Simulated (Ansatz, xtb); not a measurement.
**Relative energy of two isomers of C5H14Si**

Structure a: `C[SiH2]C(C)(C)C`, a singlet. Structure b: `CC[SiH](C)CC`, a singlet. Both are isolated molecules in the gas phase, relaxed with B3LYP-D3(BJ)/def2-SVP; the shapes shown needn't be the lowest conformers.

a (Å):

```yaml
atoms:
  - { symbol: C, position_ang: [-2.1821, 1.0117, -1.0989] }
  - { symbol: C, position_ang: [0.9291, 0.7873, -0.6046] }
  - { symbol: C, position_ang: [2.0068, 0.9939, 0.4740] }
  - { symbol: C, position_ang: [1.2231, 1.6982, -1.8094] }
  - { symbol: C, position_ang: [0.9245, -0.6842, -1.0546] }
  - { symbol: Si, position_ang: [-0.7755, 1.2370, 0.1393] }
  - { symbol: H, position_ang: [-2.0394, 1.6530, -1.9831] }
  - { symbol: H, position_ang: [-2.2463, -0.0334, -1.4411] }
  - { symbol: H, position_ang: [-3.1489, 1.2771, -0.6422] }
  - { symbol: H, position_ang: [-1.0208, 0.3729, 1.3363] }
  - { symbol: H, position_ang: [-0.7384, 2.6608, 0.5990] }
  - { symbol: H, position_ang: [2.0424, 2.0394, 0.8215] }
  - { symbol: H, position_ang: [1.8327, 0.3531, 1.3539] }
  - { symbol: H, position_ang: [3.0064, 0.7436, 0.0747] }
  - { symbol: H, position_ang: [1.2302, 2.7633, -1.5249] }
  - { symbol: H, position_ang: [2.2144, 1.4638, -2.2377] }
  - { symbol: H, position_ang: [0.4809, 1.5696, -2.6140] }
  - { symbol: H, position_ang: [1.9110, -0.9650, -1.4657] }
  - { symbol: H, position_ang: [0.1770, -0.8716, -1.8426] }
  - { symbol: H, position_ang: [0.7095, -1.3678, -0.2169] }
```

b (Å):

```json
{"atom": "C", "x (Å)": "2.4326", "y (Å)": "-1.2859", "z (Å)": "-0.2481"}
{"atom": "C", "x (Å)": "1.2729", "y (Å)": "-1.4271", "z (Å)": "-1.2425"}
{"atom": "C", "x (Å)": "-1.0163", "y (Å)": "-0.1287", "z (Å)": "-2.8733"}
{"atom": "C", "x (Å)": "-0.1667", "y (Å)": "1.1045", "z (Å)": "-0.1468"}
{"atom": "C", "x (Å)": "-1.1361", "y (Å)": "0.2908", "z (Å)": "0.7211"}
{"atom": "Si", "x (Å)": "0.4301", "y (Å)": "0.2060", "z (Å)": "-1.7062"}
{"atom": "H", "x (Å)": "3.2180", "y (Å)": "-0.6162", "z (Å)": "-0.6363"}
{"atom": "H", "x (Å)": "2.9081", "y (Å)": "-2.2558", "z (Å)": "-0.0276"}
{"atom": "H", "x (Å)": "2.0932", "y (Å)": "-0.8638", "z (Å)": "0.7122"}
{"atom": "H", "x (Å)": "0.5016", "y (Å)": "-2.1063", "z (Å)": "-0.8357"}
{"atom": "H", "x (Å)": "1.6242", "y (Å)": "-1.9042", "z (Å)": "-2.1751"}
{"atom": "H", "x (Å)": "1.4286", "y (Å)": "1.0832", "z (Å)": "-2.3994"}
{"atom": "H", "x (Å)": "-1.7700", "y (Å)": "-0.7749", "z (Å)": "-2.3942"}
{"atom": "H", "x (Å)": "-0.6766", "y (Å)": "-0.6344", "z (Å)": "-3.7918"}
{"atom": "H", "x (Å)": "-1.5147", "y (Å)": "0.8086", "z (Å)": "-3.1698"}
{"atom": "H", "x (Å)": "0.7210", "y (Å)": "1.3946", "z (Å)": "0.4432"}
{"atom": "H", "x (Å)": "-0.6368", "y (Å)": "2.0546", "z (Å)": "-0.4586"}
{"atom": "H", "x (Å)": "-2.0434", "y (Å)": "0.0083", "z (Å)": "0.1622"}
{"atom": "H", "x (Å)": "-0.6726", "y (Å)": "-0.6435", "z (Å)": "1.0787"}
{"atom": "H", "x (Å)": "-1.4640", "y (Å)": "0.8527", "z (Å)": "1.6111"}
```

Quicker runs give these differences E(b) − E(a): GFN2-xTB +8.7 kcal/mol; HF/STO-3G −10.9 kcal/mol (at GFN2-xTB geometries); r2SCAN-D4/def2-SVP −6.3 kcal/mol (at GFN2-xTB geometries).

Task: Which of the two would you expect CCSD(T)/def2-SVP + ΔMP2/def2-TZVPP electronic energies to favour?

Result: Structure b; the calculation gives E(b) − E(a) = −6.0 kcal/mol.

Level by level:

```json
{"level": "GFN2-xTB", "geometry": "GFN2-xTB", "E(b) − E(a) (kcal/mol)": "+8.7", "departure from the last row (kcal/mol)": "+14.8", "job, with rough time for the two": "optimisation, 0.15 s"}
{"level": "HF/STO-3G", "geometry": "GFN2-xTB", "E(b) − E(a) (kcal/mol)": "−10.9", "departure from the last row (kcal/mol)": "−4.8", "job, with rough time for the two": "single point, 0.42 s"}
{"level": "r2SCAN-D4/def2-SVP", "geometry": "GFN2-xTB", "E(b) − E(a) (kcal/mol)": "−6.3", "departure from the last row (kcal/mol)": "−0.2", "job, with rough time for the two": "single point, 4.7 s"}
{"level": "B3LYP-D3(BJ)/def2-SVP", "geometry": "B3LYP-D3(BJ)/def2-SVP", "E(b) − E(a) (kcal/mol)": "−6.4", "departure from the last row (kcal/mol)": "−0.3", "job, with rough time for the two": "optimisation, 35 s"}
{"level": "HF/def2-SVP", "geometry": "B3LYP-D3(BJ)/def2-SVP", "E(b) − E(a) (kcal/mol)": "−7.8", "departure from the last row (kcal/mol)": "−1.7", "job, with rough time for the two": "part of the CCSD(T) run"}
{"level": "MP2/def2-SVP", "geometry": "B3LYP-D3(BJ)/def2-SVP", "E(b) − E(a) (kcal/mol)": "−3.9", "departure from the last row (kcal/mol)": "+2.1", "job, with rough time for the two": "part of the CCSD(T) run"}
{"level": "CCSD(T)/def2-SVP", "geometry": "B3LYP-D3(BJ)/def2-SVP", "E(b) − E(a) (kcal/mol)": "−3.9", "departure from the last row (kcal/mol)": "+2.1", "job, with rough time for the two": "single point"}
{"level": "CCSD(T)/def2-SVP + ΔMP2/def2-TZVPP", "geometry": "B3LYP-D3(BJ)/def2-SVP", "E(b) − E(a) (kcal/mol)": "−6.0", "departure from the last row (kcal/mol)": "", "job, with rough time for the two": "single point, 1.7 min"}
```

As drawn, b has 1 C–Si, 1 C–H in place of 1 C–C, 1 Si–H.

GFN2-xTB puts the two in the other order. The largest departure from CCSD(T)/def2-SVP + ΔMP2/def2-TZVPP is that of GFN2-xTB, 14.8 kcal/mol. The last row adds to CCSD(T) the change of the MP2 difference between the two basis sets, here −2.1 kcal/mol.

With thermal terms from frequencies at re-optimised GFN2-xTB minima (ideal gas, soft modes damped towards free rotors, one conformer each, 298.15 K, 1 atm): the zero-point term adds +1.3 kcal/mol; ΔH is −4.5 and ΔG −5.7 kcal/mol.

The correlated steps freeze 10 core orbitals. Programs: Ansatz 0.2.0, xtb 6.7.1; the last row on 4 threads of Arm Neoverse V1 on a shared host.
